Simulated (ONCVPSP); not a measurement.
How hard is this Be ONCV potential?

```json
{"Element": "Be (Z = 4)", "Generator": "ONCVPSP 4.0.1", "Type": "optimised norm-conserving Vanderbilt (ONCV)", "Functional": "PBE", "Relativity": "non-relativistic", "Frozen core": "[He]", "Valence charge": "2", "Reference configuration": "2s2", "Partial waves": "2s: rc 1.40 bohr, ncon 4, nbas 8, qcut 4 1/bohr, 1 projector; p scattering state at 0.28 Ha: rc 1.20 bohr, ncon 4, nbas 7, qcut 7.5 1/bohr, 1 projector", "Local potential": "polynomial inside 0.95 bohr (lpopt 5, dvloc0 0 Ha)", "Core correction": "Teter function, fcfact 2.25, rcfact 1.1"}
```

Problem. For each optimised wave give the share of its norm inside rc, the residual kinetic energy above qcut (Ha) and the cutoffs (Ha) for errors of 10, 1, 0.1 and 0.01 mHa per electron.

Solution.

```tsv
wave	norm inside rc	residual KE	10 mHa	1 mHa	0.1 mHa	0.01 mHa
2s	0.116	1.8e-04	3.0	6.0	12.9	80.3
p projector 1	0.070	2.4e-05	7.5	16.3	23.9	40.7
```

The occupied waves need 6.0 Ha and 13 Ha for 1 and 0.1 mHa. 1 of 4 tests not solved or not reliable.
